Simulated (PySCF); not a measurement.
Species: InEt2(iPr), C₇H₁₇In.
Bonds: In1–C2, In1–C9, In1–C16, C2–C3, C9–C10, C16–C17, C16–C18. Hydrogens: H4, H5 on C2; H6, H7, H8 on C3; H11, H12 on C9; H13, H14, H15 on C10; H19 on C16; H20, H21, H22 on C17; H23, H24, H25 on C18.

Level of theory: PBE0-D3(BJ)/def2-SVP geometry optimisation, gas phase, def2 core potentials past Kr (PySCF).

**Question.** List the bond lengths, angles and torsions at this level.

**Answer.** 
| bond | length (pm) |
| --- | --- |
| In1–C2, In1–C9 | 219.3 |
| In1–C16 | 220.4 |
| C2–C3, C9–C10 | 152.5 |
| C2–H4 and 3 like bonds | 110.3 |
| C3–H6 and 5 like bonds | 110.3 |
| C16–C17, C16–C18 | 152.5 |
| C16–H19 | 110.4 |
| C17–H20 and 5 like bonds | 110.4 |

Bonds in one row agree within 1 pm and their mean is given. A selection of angles:
| angle | degrees |
| --- | --- |
| C2–In1–C9 | 118.1 |
| C2–In1–C16 | 123.0 |
| C9–In1–C16 | 119.0 |
| In1–C2–C3 | 112.5 |
| In1–C9–C10 | 114.8 |
| In1–C16–C17 | 109.6 |
| In1–C16–C18 | 111.7 |
| C17–C16–C18 | 111.6 |

Torsions: C9–In1–C2–C3 80° (synclinal); C2–In1–C9–C10 3° (synperiplanar); C2–In1–C16–C17 -97° (anticlinal). The mirror-image conformer, all signs reversed, is as good.

In1 (indium bonded to 3 C) is planar (angles 123.0°, 119.0° and 118.1°, sum 360.0°, 0.00 Å off the plane of its three neighbours). All 4 C–C bonds measure 1.523 to 1.527 Å.

Point group: C1 (no symmetry element, even within 0.4 Å). Stationary, but not proved a minimum. The numbers are those of one conformer.

The run took 18 min on an AMD EPYC with one thread, no GPU, shared host with 64 logical CPUs at a one-minute load of 48, and the process peaked at 0.98 GiB of memory. This is the geometry optimisation.
